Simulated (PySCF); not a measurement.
**Worked example: entropy of an ideal gas**

CdFBr, SMILES [F][Cd][Br].

Geometry optimised at B3LYP-D3(BJ)/def2-TZVP. The def2 effective core potentials stand for the cores of Cd; spin–orbit coupling is left out.

B3LYP-D3(BJ)/def2-TZVP run with PySCF 2.14.0 gives the harmonic wavenumbers 100, 100, 253, 578 cm⁻¹ and the rotational temperature 0.0577 K. The molar mass is 211.32 g/mol, the symmetry number 1, the spin multiplicity 1.

Question: Work out the entropy at 298.15 K and 1 atm in the rigid-rotor, harmonic-oscillator model.

Answer: 
Translation (Sackur–Tetrode at 1 atm): S = R[1.5 ln M + 2.5 ln T − 1.16487] = 175.5 J/(mol K).
Rotation: q = T/(σ θ) = 5170, S = R[ln q + 1] = 79.4 J/(mol K).
Vibration: with u = 1.4388 ν/T, each mode gives R[u/(e^u − 1) − ln(1 − e^−u)]:
| ν (cm⁻¹) | modes | u | S (J/(mol K)) |
|---|---|---|---|
| 100 | 2 | 0.48 | 28.91 |
| 253 | 1 | 1.22 | 7.15 |
| 578 | 1 | 2.79 | 2.05 |
These are all the modes. Sum 38.1 J/(mol K).
Spin: R ln 1 = 0.0 J/(mol K).
Total 293.0 J/(mol K); the program's own thermochemistry gives 293.0. Translation makes up 60 % and vibration 13 %. Anharmonicity, hindered rotation and orbital degeneracy are left out.
